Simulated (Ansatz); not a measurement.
`C[SiH](F)[GeH3]` → `C[Si]F` + GeH₄  (silylene formation by 1,1-elimination)

Calculated with Ansatz (gas phase, PBE0-D4/def2-TZVP geometries, no zero-point term in ΔE). CCSD(T)/CBS is the MP2 limit (def2-TZVPP, def2-QZVPP) plus CCSD(T) − MP2 in def2-TZVPP, frozen cores. This one scheme is used for every species. Functionals use def2-TZVPP. For Ge outer-core shells are correlated without core-valence functions, which leaves a few kJ/mol of doubt a bond. Scalar relativity is left out up to krypton.

```json
{"level": "revPBE-D4", "ΔE (kJ/mol)": "200.2", "difference from CCSD(T)/CBS": "-4.4"}
{"level": "revPBE", "ΔE (kJ/mol)": "183.8", "difference from CCSD(T)/CBS": "-20.8"}
{"level": "BLYP", "ΔE (kJ/mol)": "168.0", "difference from CCSD(T)/CBS": "-36.6"}
{"level": "PBE0", "ΔE (kJ/mol)": "209.3", "difference from CCSD(T)/CBS": "4.7"}
{"level": "CAM-B3LYP", "ΔE (kJ/mol)": "192.9", "difference from CCSD(T)/CBS": "-11.7"}
{"level": "LC-ωPBE", "ΔE (kJ/mol)": "216.4", "difference from CCSD(T)/CBS": "11.8"}
{"level": "MP2/def2-SVP", "ΔE (kJ/mol)": "198.6", "difference from CCSD(T)/CBS": "-6.0"}
{"level": "HF/def2-QZVPP", "ΔE (kJ/mol)": "187.2", "difference from CCSD(T)/CBS": "-17.4"}
{"level": "HF/CBS(def2)", "ΔE (kJ/mol)": "187.0", "difference from CCSD(T)/CBS": "-17.6"}
{"level": "MP2/CBS(def2)", "ΔE (kJ/mol)": "218.2", "difference from CCSD(T)/CBS": "13.6"}
{"level": "CCSD(T)/CBS", "ΔE (kJ/mol)": "204.6", "difference from CCSD(T)/CBS": "0"}
```

Largest T1 diagnostic among the species: 0.014.

From BLYP to BHLYP (50 % exact exchange), in def2-TZVPP and without D4, ΔE moves by +29.4 kJ/mol. In def2-TZVPP, CCSD(T) changes the Hartree–Fock value by +10.0 kJ/mol (the triples alone add +1.8 kJ/mol) and MP2 by +23.6 kJ/mol.
